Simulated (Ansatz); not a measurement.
Species: H₂AlClS₂, SMILES `[Cl][Al]([SH])[SH]` (H–S–Al–Cl torsion -180°, Cl–Al–S–H torsion 0°) (charge 0, multiplicity 1), formula H2AlClS2.

Problem. How many basis functions does frozen-core CCSD(T)/cc-pVTZ // CAM-B3LYP-D3(BJ)/def2-TZVP (Ansatz, a quantum-chemistry and plane-wave program) use, how many core orbitals are frozen, and how many electrons are correlated?

Solution. 164 basis functions and 20 frozen orbitals, which leaves 24 correlated electrons. Core time is of the order of seconds.
